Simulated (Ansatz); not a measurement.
Mulliken charges of BrClH2InN (`[NH2][In]([Cl])[Br]`) from B3LYP/def2-TZVPP in Ansatz (PBE0-D4/def2-TZVP geometry).

```tsv
atom	x (Å)	y (Å)	z (Å)	charge (e)
N1	-0.147	1.231	-0.202	-0.446
In2	0.149	-0.740	-0.023	0.843
Cl3	2.257	-1.550	0.467	-0.356
Br4	-1.599	-2.371	-0.538	-0.328
H5	-1.098	1.548	-0.080	0.144
H6	0.480	1.818	0.330	0.145
```

Question: By hand: the dipole of these point charges (1 e Å = 4.8032 D).

Answer: Σ q r = (-0.176, 0.643, 0.117) e Å, of length 0.677 e Å = 3.25 D.

Question: How does the dipole of the full density compare? (Estimate.)

Answer: Ansatz gave: (-0.199, 0.510, 0.171) e Å, 2.75 D; the point charges give 1.18 times that, at 9° from its direction.

Point charges leave out the atoms' own dipoles, such as those of lone pairs, and Mulliken's split depends on the basis, so the two needn't agree.

B3LYP here is the variant with VWN-RPA as its local correlation; programs differ in this.
